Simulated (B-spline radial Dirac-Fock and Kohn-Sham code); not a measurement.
## What relativity does to the binding energies of Pb⁷⁵⁺

System: lead as Pb⁷⁵⁺ in the configuration [He] 2s2 2p3.

Both columns are ΔSCF binding energies of the configuration average from a radial finite-basis atomic code: non-relativistic Hartree-Fock with a point nucleus, and Dirac-Fock with a finite nucleus and the Coulomb interaction alone, averaged over the two j levels with weights 2j+1.

```
shell  Hartree-Fock (eV)  Dirac-Fock (eV)  shift (eV)  shift (%)
   1s            87702.8          97142.1    +9439.30     +10.76
   2s            20704.3          23523.7    +2819.35     +13.62
   2p            20442.2          21583.8    +1141.60      +5.58
```

Relativity binds 1s, 2s, 2p more strongly, among those listed most of all 2s in relative terms.

Values without a named source are computed, but for edge energies of neutral atoms, which are taken from tables.
